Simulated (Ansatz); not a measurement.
`O=C[Te][SiH3]`. Total charge 0; spin multiplicity 1. Te: def2 effective core potential. All single points use the PBE0-D4/def2-TZVP geometry. It is one conformer, not always the lowest.

```xyz
8

O     0.476    1.517    2.642
C     0.253    0.860    1.681
Te    0.730    1.493   -0.330
Si   -0.172   -0.615   -1.307
H    -0.220   -0.142    1.708
H    -0.649   -1.403   -0.137
H     0.882   -1.368   -2.029
H    -1.302   -0.342   -2.227
```

(1) What is the dipole moment at r2SCAN/def2-TZVPP? (Estimate.)

(2) And with PBE, B3LYP, ωB97M-V? (Best estimate.)

(3) Give the Mulliken charges with r2SCAN, B3LYP, ωB97M-V in def2-TZVPP. (Estimate.)

## Answers

(1) Ansatz gave: 2.38 D, with components (-0.60, -1.60, -1.65) D in this frame, pointing from negative to positive charge.

(2) Computed: PBE 2.22 D, B3LYP 2.50 D, ωB97M-V 2.55 D.

(3) Computed: 
```tsv
atom	r2SCAN	B3LYP	ωB97M-V
O1	-0.23	-0.21	-0.21
C2	0.12	0.04	0.04
Te3	0.01	0.05	0.02
Si4	0.20	0.16	0.06
H5	0.07	0.09	0.11
H6	-0.06	-0.05	-0.01
H7	-0.05	-0.04	0.00
H8	-0.05	-0.04	0.00
```

B3LYP here is the variant with VWN-RPA as its local correlation; programs differ in this.
